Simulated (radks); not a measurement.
Problem. Excited configurations of the gallium ion Ga5+: one electron is placed in a higher orbital outside [Ar] 3d7. The ground configuration is [Ar] 3d8. Method: Dirac Kohn-Sham, PBE, spin-unpolarised, spherical densities, finite nucleus; open shells are shared between the two j in proportion to 2j + 1; Fermi nuclear charge, rms radius 3.9973 fm; computed with a radial shooting solver on a logarithmic mesh with Libxc functionals. Excitation = E - E(ground); binding = E(ion) - E, where the ion is the core of charge +6; n* = 6/sqrt(2 binding) in atomic units, and the quantum defect is n - n*. Eigenvalue and <r> are those of j = l + 1/2.

outer orbital  excitation (eV)  binding (eV)     n*  quantum defect  eigenvalue (eV)  <r> (bohr)
4s                      38.293        76.852  2.525           1.475          -70.223       1.650
4p                      50.857        64.288  2.760           1.240          -58.118       1.821
4f                      83.633        31.512  3.943           0.057          -27.965       2.831
5p                      80.621        34.524  3.767           1.233          -31.780       3.468
5d                      88.014        27.131  4.249           0.751          -24.849       4.099
6p                      93.505        21.640  4.758           1.242          -20.050       5.590
7p                      100.27        14.872  5.739           1.261          -13.825       8.196

Estimate the row for 4d.

Solution. excitation (eV) 69.314; binding (eV) 45.830; n* 3.269; quantum defect 0.731; eigenvalue (eV) -41.100; <r> (bohr) 2.225. The Delta-SCF ionisation energy is 115.14 eV (NIST Atomic Spectra Database: 113 eV, theoretical). Self-interaction in the functional shifts the binding energies and quantum defects, so they are the method's values and not measured ones. Spin polarisation and multiplet splitting are left out, so open shells lie too high by an amount that depends on their filling. Sharing an open shell by 2j + 1 raises it above the true ground level by a part of the spin-orbit splitting, which enters the differences from NIST.

Beside tabulated values, note that spin-unpolarised runs miss the spin-polarisation part of the exchange energy of open shells.
